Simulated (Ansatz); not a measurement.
Several settings on one geometry of WO2F2 (that of the charge 0 singlet, PBE-D4/def2-SVP). Ansatz on 4 threads of Arm Neoverse V2 on a shared host; times are rough.

```xyz
5

W    -0.017    0.000   -0.012
O     0.052   -0.016    1.702
O     1.616    0.009   -0.538
F    -0.830    1.595   -0.561
F    -0.821   -1.588   -0.591
```

Totals from different functionals, basis sets or treatments of relativity can't be compared as stabilities.

In the def2 sets W takes a core potential; there is no spin–orbit coupling. LC-ωPBE has ω = 0.4 bohr⁻¹.

The spins typed aren't always the lowest for that charge.

Problem. Give the basis size and estimate the energy, ⟨S²⟩ and time of these runs.

```json
{"run": "1", "method": "UKS PBEsol-D3(BJ)/def2-SVPD", "charge": "0", "state": "triplet", "further keys": "scf: {lower_state_search: off}; forces asked"}
{"run": "2", "method": "UKS LC-ωPBE/def2-TZVP", "charge": "1", "state": "doublet", "further keys": "scf: {omitted_lower_state_checks: [starts]}; forces asked"}
{"run": "3", "method": "UKS r2SCAN0-D3(BJ)/def2-mTZVPP", "charge": "-1", "state": "doublet", "further keys": "nuclear_model: gaussian; scf: {omitted_lower_state_checks: [starts]}; forces asked"}
```

Solution. 
```json
{"run": "1", "functions": "127", "energy (Eh)": "-415.5830", "⟨S²⟩": "2.01", "wall time": "1.6 s"}
{"run": "2", "functions": "164", "energy (Eh)": "-416.9637", "⟨S²⟩": "0.83", "wall time": "7 s"}
{"run": "3", "functions": "132", "energy (Eh)": "-417.3525", "⟨S²⟩": "0.75", "wall time": "7 s"}
```

The highest occupied level of an anion often lies above zero with these methods, and sets without diffuse functions describe the outer electron poorly. At UKS LC-ωPBE/def2-TZVP the charge 1 doublet is spin-contaminated (final ⟨S²⟩ up to 0.83, 0.75 for a pure state).
